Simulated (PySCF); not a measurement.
Telling isomers of C₈H₉NO apart by NMR

PySCF 2.14 calculation with PBE0/pcSseg-1 with gauge-including orbitals and GFN2-xTB geometry; no relativistic terms, one averaged value for each set of equivalent atoms, gas phase, one computed conformer.

References, each an isolated molecule treated in the same way: $^{1}$H and $^{13}$C vs TMS. Where no couplings were computed, multiplicities follow the n + 1 count of equivalent neighbours, and m marks all less simple cases (inequivalent or close neighbours, rings, F or P nearby). Acid and N–H amide carbonyl carbons lie up to 10 ppm further downfield in solution (hydrogen bonding). Shifts are as computed. Against solution values, carbons near 30 ppm lie about +3 ppm off and those near 130 ppm about +5 ppm. Of 1211 compounds with measured shifts, 218 miss one by over three times the rms of a fit or turn the order of signals round; such compounds aren't used in these exercises. OH and NH positions are gas-phase values without hydrogen bonding to other molecules.

(1) Tabulate the signals of `CO[C@@]12CC=C(C#N)[C@@H]1C2`, `[O-][n+]1cccc(C2CC2)c1`, `CC#CC#C[C@@H](C)NC=O` and their relative energies.

(2) What is the quickest way to tell CO[C@@]12CC=C(C#N)[C@@H]1C2 from CC#CC#C[C@@H](C)NC=O?

(3) What is the quickest way to tell CO[C@@]12CC=C(C#N)[C@@H]1C2 from [O-][n+]1cccc(C2CC2)c1?

(4) What is the quickest way to tell [O-][n+]1cccc(C2CC2)c1 from CC#CC#C[C@@H](C)NC=O?

## Answers

(1) 
```json
{"SMILES": "CO[C@@]12CC=C(C#N)[C@@H]1C2", "carbon types": "3×C 2×CH 2×CH2 1×CH3", "δC": "154.8, 127.1, 120.6, 71.7, 58.8, 44.9, 38.0, 24.3", "δH": "6.46 (m, 1H), 3.50 (s, 3H), 2.95 (m, 1H), 2.92 (m, 1H), 2.33 (m, 1H), 1.43 (m, 1H), -0.01 (m, 1H)", "E rel. (kcal/mol)": "0.0"}
{"SMILES": "[O-][n+]1cccc(C2CC2)c1", "carbon types": "1×C 5×CH 2×CH2", "δC": "151.7, 141.0, 137.5, 131.6, 124.7, 16.6, 15.1", "δH": "8.06 (d, 1H), 7.50 (s, 1H), 7.22 (m, 1H), 6.91 (d, 1H), 1.55 (m, 1H), 1.13 (m, 2H), 0.72 (m, 2H)", "E rel. (kcal/mol)": "5.6"}
{"SMILES": "CC#CC#C[C@@H](C)NC=O", "carbon types": "4×C 2×CH 2×CH3", "δC": "159.0, 82.7, 80.8, 76.3, 71.7, 35.6, 26.4, 5.4", "δH": "8.19 (d, 1H), 5.44 (m, 1H), 4.59 (br, 1H), 2.15 (s, 3H), 1.37 (d, 3H)", "E rel. (kcal/mol)": "19.2"}
```

Energies are electronic energies at PBE0/pcSseg-1 on these geometries, without zero-point or thermal terms, each for the one conformer computed, which needn't be the lowest.

(2) Both give the same number of carbon signals, but DEPT or the intensities differ. The first has an allylic sp3 CH2 at 44.9 ppm, the second a propargylic methyl carbon (CH3) at 5.4 ppm. Their most deshielded carbons lie at 154.8 and 159.0 ppm. In the proton spectra the most deshielded non-exchanging signals are 6.46 (m, 1H) and 8.19 (d, 1H).

(3) Count the carbon signals: 8 against 7. The first has a three-membered-ring carbon (C) at 71.7 ppm, the second an aromatic CH at 124.7 ppm. Their most deshielded carbons lie at 154.8 and 151.7 ppm. In the proton spectra the most deshielded non-exchanging signals are 6.46 (m, 1H) and 8.06 (d, 1H).

(4) Count the carbon signals: 7 against 8. The first has a substituted aromatic carbon (C) at 151.7 ppm, the second an alkyne carbon (C) at 82.7 ppm. Their most deshielded carbons lie at 151.7 and 159.0 ppm.
